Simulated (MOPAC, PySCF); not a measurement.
C₄H₁₀Br₂Sn, SMILES `[Br][Sn]([CH2]C)([CH2]C)[Br]` (C–C–Sn–Br torsion 165°, Br–Sn–C–C torsion -58°), neutral singlet in the gas phase. 

Z-matrix (Å, degrees):
```
Sn
C 1 2.1730
H 2 1.1016 1 105.95
H 2 1.1016 3 107.92 1 -113.19
C 2 1.5260 3 112.25 4 -124.17
H 5 1.1010 2 111.40 3 -179.12
H 5 1.1011 6 107.66 2 -122.43
H 5 1.1029 6 107.74 7 -115.90
C 1 2.1736 2 123.42 3 -59.57
H 9 1.1003 1 104.86 2 166.82
H 9 1.1016 10 107.50 1 112.68
C 9 1.5267 10 112.26 11 124.25
H 12 1.1010 9 111.50 10 60.60
H 12 1.1022 13 107.58 9 -123.20
H 12 1.1030 13 107.60 14 -115.18
Br 1 2.5315 2 106.10 3 65.01
Br 1 2.5358 2 105.67 3 178.60
```
Charge 0, spin multiplicity 1.

All levels are single points at this geometry (B3LYP-D3(BJ)/def2-SVP); Pople sets use spherical d functions. Orbital energies aren't observables, and empty levels follow the basis.

```tsv
level	HOMO (eV)	LUMO (eV)	gap (eV)	dipole (D)	vertical IE, Delta-SCF (eV)
B3LYP-D3(BJ)/def2-TZVP in PySCF	-7.47	-1.66	5.81	3.98	9.18
PBE-D3(BJ)/def2-TZVP in PySCF	-6.53	-2.25	4.28	3.87	–
B3LYP/6-311+G** (LANL2DZ on Br, Sn) in PySCF	-7.62	-1.68	5.95	4.43	–
B3LYP/LANL2DZ in PySCF	-7.53	-1.58	5.95	4.71	–
BP86/6-31G* (LANL2DZ on Sn) in PySCF	-6.61	-2.16	4.45	4.21	–
M06-2X/6-31G* (LANL2DZ on Sn) in PySCF	-8.88	-0.59	8.29	4.44	–
PBE/6-31G* (LANL2DZ on Sn) in PySCF	-6.50	-2.06	4.44	4.18	8.83
SVWN5/6-31G* (LANL2DZ on Sn) in PySCF	-6.61	-2.19	4.42	4.25	8.95
HF/6-31G* (LANL2DZ on Sn) in PySCF	-10.45	2.09	12.53	4.71	–
AM1 in MOPAC	-9.80	-2.25	7.55	4.97	–
PM3 in MOPAC	-11.12	-2.95	8.17	6.04	–
PM6 in MOPAC	-10.21	-1.46	8.74	4.34	–
PM7 in MOPAC	-10.03	-0.59	9.44	4.24	–
```
